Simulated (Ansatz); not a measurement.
Coupled-cluster diagnostics for BiIO (the lowest singlet isomer of a short search), Ansatz.

Geometry of the singlet (B3LYP-D4/def2-TZVP):

```xyz
3

Bi   -0.7238    0.4616   -0.5144
O    -1.2613   -1.2164    0.2033
I     1.9851    0.7547    0.3111
```

In the def2 sets Bi, I take a core potential; there is no spin–orbit coupling. Correlated methods freeze 9 core orbitals; core or outer-core shells of Bi, I are correlated, in sets that lack core-valence functions. The structure comes from a short search, and lower isomers may exist.

Geometry of the charge 0 triplet (B3LYP-D4/def2-TZVP):

```tsv
atom	x (Å)	y (Å)	z (Å)
Bi1	0.3691	-0.1948	1.1163
O2	-1.1976	1.0231	0.4688
I3	0.8285	-0.8284	-1.5851
```

Geometry of the charge 0 quintet (B3LYP-D4/def2-TZVP):

```xyz
3

Bi   -1.281   -0.483   -1.209
O     0.721   -0.094   -0.510
I     0.560    0.576    1.719
```

**Question.** Estimate the CCSD(T) correlation energy, the shares of MP2 and (T), T1 and the reference's ⟨S²⟩ for: charge 0, singlet, own geometry in def2-TZVPP; charge 0, triplet, own geometry in def2-TZVPP; charge 0, quintet, own geometry in def2-TZVPP; charge 1, doublet, vertical in def2-TZVPP; and the rough time on 4 threads of AMD EPYC 9B14 on a shared host.

**Answer.** 
```tsv
state	basis	correlation (eV)	MP2 share (%)	(T) share (%)	T1	⟨S²⟩ (pure)	wall time	remarks
charge 0, singlet, own geometry	def2-TZVPP	-31.203	103.6	3.6	0.025	0.00 (0.00)	7.5 s	large T1, restricted SCF unstable
charge 0, triplet, own geometry	def2-TZVPP	-29.102	101.6	2.7	0.019	2.03 (2.00)	24 s	–
charge 0, quintet, own geometry	def2-TZVPP	-28.789	100.4	2.8	0.047	6.04 (6.00)	23 s	large T1
charge 1, doublet, vertical	def2-TZVPP	-29.186	101.0	3.1	0.033	0.82 (0.75)	29 s	–
```
Customary marks for T1 are 0.02 (closed shells), 0.045 (open shells) and about 0.05 (3d metals). T1 exceeds 0.02 in 3 of 4 rows and 0.045 in 1; the higher it lies, the less the single-reference result can be trusted.
